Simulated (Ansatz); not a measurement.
# Energy differences in RuO

Computed with Ansatz's Gaussian-basis code (development build). Basis cc-pwCVTZ-PP on Ru, cc-pVTZ on O, scalar-relativistic core potentials (28 electrons on Ru), no spin–orbit coupling, 1 orbital frozen in the corrections; active space CAS(12,9), shells under the valence barred from it. Restricted Hartree–Fock, then the lowest state-specific CASSCF solution met for each case. Coupled cluster stands on the determinant that it favours, not always the lowest RHF. Single-reference values can break down or jump between states where bonds are stretched. Solutions in different active orbitals can move differences by tenths of an eV and at times more than 1 eV.

Case A, quintet: bond length 1.9734 Å.

Case B, triplet: bond length 1.7160 Å.

Case C, quintet: bond length 1.7160 Å.

Energy less that of case A, in eV:

| case | RHF/ROHF | CASSCF | CCSD(T) |
| --- | --- | --- | --- |
| B | +2.133 | -0.072 | -0.155 |
| C | +0.148 | -0.723 | -0.894 |

Task: Give the SC-NEVPT2 energies against case A.

Result: B: -0.160 eV (-3.7 kcal/mol); C: -0.720 eV (-16.6 kcal/mol).

Task: Which case is lowest, and do the methods agree?

Result: C is lowest in SC-NEVPT2. RHF/ROHF puts A lowest.
